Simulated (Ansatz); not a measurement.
Basis sets compared for the cluster In₆Sb₄Br₆. Total charge 0; singlet. Geometry PBE-D4/def2-SVP. Ansatz on 2 threads of AMD EPYC 7R13 on a shared host and a share (18 GiB) of an NVIDIA H100 80GB HBM3; times are rough, and most runs start from earlier orbitals.

```xyz
16

In    3.267    0.066    2.062
In    2.095   -2.896   -0.565
In   -1.021    0.831    2.792
In   -1.687    1.860   -0.660
In    2.534    2.331   -1.384
In   -1.632   -1.495   -0.646
Sb    0.822    0.100   -3.089
Sb   -1.595    1.647   -3.506
Sb    0.617    0.229    0.037
Sb   -1.732   -1.217   -3.464
Br   -2.345    1.306    4.957
Br    4.237    0.072   -0.825
Br   -1.268   -3.762    0.506
Br    3.203   -2.802    2.052
Br   -1.915    3.677    1.166
Br   -3.578    0.053    0.569
```

In the def2 sets In, Sb take a core potential; there is no spin–orbit coupling. Single mean-field runs in def2-SVP, def2-TZVP are fitted with def2-universal-jkfit. The structure comes from a short search, and lower isomers may exist.

Binding counts from free atoms (In doublet, Sb quartet, Br doublet) in the same basis, without a counterpoise term.

```csv
level,functions,energy (Eh),HOMO (eV),LUMO (eV),binding per atom (eV),wall time
PBE-D4/def2-SVP (with forces),452,-17543.4007,-5.42,-3.75,2.51,5 s
PBE0-D4/def2-SVP,452,-17543.9443,-6.16,-3.29,2.41,6 s
```

Estimate the rows for PBE-D4/def2-TZVP, PBE0-D4/def2-TZVP.


| level | functions | energy (Eh) | HOMO (eV) | LUMO (eV) | binding per atom (eV) | wall time |
| --- | --- | --- | --- | --- | --- | --- |
| PBE-D4/def2-TZVP | 788 | -17545.3355 | -5.49 | -3.83 | 2.51 | 6 s |
| PBE0-D4/def2-TZVP | 788 | -17545.8710 | -6.19 | -3.32 | 2.42 | 7.5 s |
